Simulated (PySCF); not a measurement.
Work out the structure from these simulated measurements.

Elements present: C, Cl, H, N and Si. Monoisotopic mass: 116.9802 u.

* 1H NMR: chemical shifts (computed TMS as zero) by class: 9.67 (1 H), 5.90 (1 H), 5.63 (1 H), 5.34 (1 H) ppm [GIAO PBE0/pcSseg-1]
* 13C NMR: chemical shifts (computed TMS as zero) by class: 201.6 (1 C), 164.3 (1 C), 122.5 (1 C) ppm [GIAO PBE0/pcSseg-1]
* Dipole: 2.56 D [PBE0/def2-SVPD]
* UV, strongest line: among the 8 lowest singlet transitions: S7 at 6.72 eV (184 nm, f = 0.201) [TDDFT PBE0/def2-SVPD]
* UV, first state: lowest singlet excitation: 3.90 eV (318 nm, f = 0.001) [TDDFT PBE0/def2-SVPD]
* Rotational structure: rotational constants A, B, C: 4.326, 1.732, 1.388 GHz [GFN2-xTB]
* Triplet: lowest triplet excitation (Tamm–Dancoff): 3.17 eV [TDA PBE0/def2-SVPD]
* Polarisability: 78.9 au [PBE0/def2-SVPD]

Gas-phase values; electronic properties from PySCF, density fitting. Levels stand in brackets. Isolated species at its GFN2-xTB geometry, gas phase. Each NMR value is the plain mean over a class of atoms that symmetry, rotation or inversion makes alike.

Question: Which formula fits the mass and the elements?

Answer: C3H4ClNSi (calculated 116.9802). No other formula that holds each of these elements comes within 0.0003 u with a fitting electron parity and a possible valence count.

Question: Give a SMILES that accounts for the data.

Answer: Numbering: `[CH2:1]=[C:2]1[CH:3]=[N:4][Si@@H:5]1[Cl:6]`. Its formula, C3H4ClNSi, gives 3 degrees of unsaturation: 1 ring and 2 π bonds in the structure found. 3 carbons fall into 3 classes; from least to most shielded: C=N carbon [C3] (201.6 ppm), fully substituted alkene carbon [C2] (164.3 ppm), terminal =CH2 carbon [C1] (122.5 ppm). Hydrogen classes from least to most shielded: 1 H on a C=N carbon, C3 (9.67 ppm), 1 H on a chlorine-bound silicon, Si5 (5.90 ppm), 1 H on a terminal =CH2 carbon, C1 (5.63 ppm), 1 H on a terminal =CH2 carbon, C1 (5.34 ppm). S1 is mainly HOMO→LUMO (weight 0.95); the largest Löwdin shares of the orbital it empties are 0.63 on the C=N nitrogen, 0.10 on the C=N carbon, 0.09 on the fully substituted alkene carbon and 0.08 on the chlorine-bound silicon, of the orbital it fills 0.29 on the C=N nitrogen, 0.24 on the terminal =CH2 carbon, 0.20 on the C=N carbon and 0.14 on the fully substituted alkene carbon. The optimised geometry has point group C1 and is an asymmetric top. Structure: `C=C1C=N[Si@@H]1Cl`. Computed isomers that give other values at the same levels: `N#C[SiH2]/C=C/Cl` (13C chemical shifts (computed TMS as zero) by class: 151.8 (1 C), 127.3 (1 C), 122.2 (1 C) ppm). The assignments are read from this structure; whether some other isomer fits the data as well wasn't checked. The mirror image fits equally.
